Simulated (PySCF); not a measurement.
A structure optimised at PBE-D3(BJ)/def2-TZVP, used in a PySCF frequency run:

```
Cl
Br 1 2.1607
```

### Question
Write its SMILES, formula and point group.

### Answer
ClBr, BrCl, C∞v

### Question
What are its rotational constants (standard atomic weights)?

### Answer
4.4083 GHz (linear rotor, B only)
